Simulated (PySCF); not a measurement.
# How methods differ on the ionisation energy of In

In [Kr] 4d10 5s2 5p1 (2P) → In⁺ [Kr] 4d10 5s2 (1S), as a difference of total energies. Calculation: PySCF 2.14, in Sapporo-DKH3-DZP-2012; scalar relativity by spin-free X2C-1e. Correlated levels: valence and next inner shell: [Ar] 3d10 frozen. The calculations carry no spin-orbit coupling.

```tsv
method	ionisation energy (eV)	error (eV)
UHF	5.219	-0.384
MP2 (valence and next inner shell)	5.350	-0.253
SCS-MP2 (valence and next inner shell)	5.311	-0.292
CCSD (valence and next inner shell)	5.408	-0.195
CCSD(T) (valence and next inner shell)	5.420	-0.183
```

Reference: 5.603 eV (measured; NIST levels, between the centres of gravity of the two terms).

Errors of the correlated levels include the incompleteness of this basis and the frozen core.
